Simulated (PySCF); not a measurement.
Spinor energies of N²⁺ (nitrogen, charge +2)

Start: [He] 2s1 2p2; 2s1/2 filled at m_j = +1/2; 2p3/2 filled at m_j = +1/2, +3/2. Calculated with PySCF 2.14 in x2c-SVPall-2c with one added diffuse shell of s type (4s2p1d, 15 functions): generalised Hartree-Fock with the X2C-1e Hamiltonian and a Gaussian nucleus; one run each with spin-orbit coupling (SO) switched off, then screened by Boettger's factors. This is a chosen level, not necessarily the ground level.

```csv
spinor shell,electrons,"ε, spin-free (eV)","ε, screened SO (eV)",weight of nominal j (screened SO),"rms radius, screened SO (bohr)"
1s1/2,2,-464.01,-464.01,1.000,0.265
2s1/2,1,-61.866,-61.867,1.000,1.27
2p3/2,2,-48.977,-48.973,0.833,1.25
```

| quantity | spin-free | screened SO |
| --- | --- | --- |
| E (hartree) | -52.59961 | -52.59932 |
| M_J | 5/2 | 5/2 |
| ⟨J²⟩ | 8.751 | 8.751 |
| ⟨L²⟩ | 2.001 | 2.001 |
| ⟨S²⟩ | 3.750 | 3.750 |

Each row is a mean over spinors that exchange with the open shell spreads, by up to 4.703 eV (1s1/2).

Rows whose weight is well below 1 are mixtures of j = l ± 1/2: exchange outweighs spin-orbit coupling there, and the label is only the starting occupation.

Without spin-orbit coupling the j labels of p, d and f shells carry no meaning; the spin-free column gives the mean over the occupied spinors of each nl shell.
